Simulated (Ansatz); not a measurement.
Input for Ansatz (development build ahead of 0.2.0):

```yaml
crystal:
  periodic: [false, false, false]
  atoms:
    - { symbol: Be, position_ang: [0.0, 0.0, 0.0] }
    - { symbol: S, position_ang: [0.0, 0.0, 1.9162] }
basis:
  gaussian: { orbitals: def2-SVP }
magnetization:
  spin_polarized: true
hamiltonian:
  xc: hf
correlation:
  method: mp2
  frozen_orbitals: { Be: 0, S: 5 }
scf:
  omitted_lower_state_checks: [stability, starts, atomic_configurations, cluster_reference, orbital_swaps, given_window_search, neighbouring_geometries, increment]
```

The input is written out in the form of the current development build from the run's settings.

The run gave:

```yaml
Converged: yes
Reference_energy: -411.96457 hartree
Correlation_energy: -0.16008 hartree
Total_energy: -412.12465 hartree
Spin_squared_of_the_determinant: 0.000
Occupied_orbitals_by_symmetry_in_an_Abelian_subgroup_alpha;_beta: 6 A1 2 B1 2 B2; 6 A1 2 B1 2 B2
```

Messages of the program:
```
mean field -11210.12715337 eV, -411.9645743891 hartree, gradient 1.4e-6 eV, S^2 0.000000; 0 other ends of a descent, 0 dependent functions left out
```

The reference isn't the lowest determinant (another lies 0.84 eV lower), but the same method gives a higher total on the lower determinant.
